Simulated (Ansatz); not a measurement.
Ideal-gas functions of `[CH3][Sn]([F])([F])[F]` at 500 K and 1 bar, from an Ansatz frequency run at PBE0-D4/def2-TZVP.

Molar mass 190.74 g/mol, point group C3v (symmetry number 3), electronic degeneracy 1, moments of inertia 173.994, 192.031, 192.059 u Å². Harmonic wavenumbers (cm⁻¹, unscaled): 28, 122, 122, 174, 175, 198, 552, 649, 650, 650, 802, 802, 1234, 1445, 1445, 3086, 3195, 3195.

Use S(trans) = R[1.5 ln M + 2.5 ln T − 1.1517]; rotational temperatures θ = 24.2544 K / I; S(rot) = R[ln(√π/σ · √(T³/θAθBθC)) + 1.5]; for each mode x = 1.438777 ν̃/T, S = R[x/(eˣ − 1) − ln(1 − e⁻ˣ)] and H = RT x/(eˣ − 1); 1 cm⁻¹ = 0.0119627 kJ/mol; R = 8.31446 J/(mol·K).

Question: By hand: the entropy, in J/(mol·K).

Answer: Translation 185.1. Rotation: θ = 0.1394, 0.1263, 0.1263 K, giving 111.0. Vibration, mode by mode: 29.26, 17.06, 17.06, 14.15, 14.11, 13.10, 5.29, 4.23, 4.22, 4.22, 2.99, 2.99, 1.11, 0.68, 0.68, 0.01, 0.01, 0.01, in all 131.2. Electronic 0.0. Sum 427.3 J/(mol·K).

Question: By hand: H − E and G − E in kJ/mol, counted from the electronic energy.

Answer: Zero-point energy ½ × 18524 × 0.0119627 = 110.8; thermal vibration 29.5; translation, rotation and pV give 4 RT = 16.6. H − E = 156.9 kJ/mol, and G − E = 156.9 − 500 × 427.3/1000 = -56.7 kJ/mol.

Vibration gives 31 % of the entropy, 63.4 J/(mol·K) of it from the modes under 150 cm⁻¹: soft modes count most, and the harmonic formula is weakest for them.
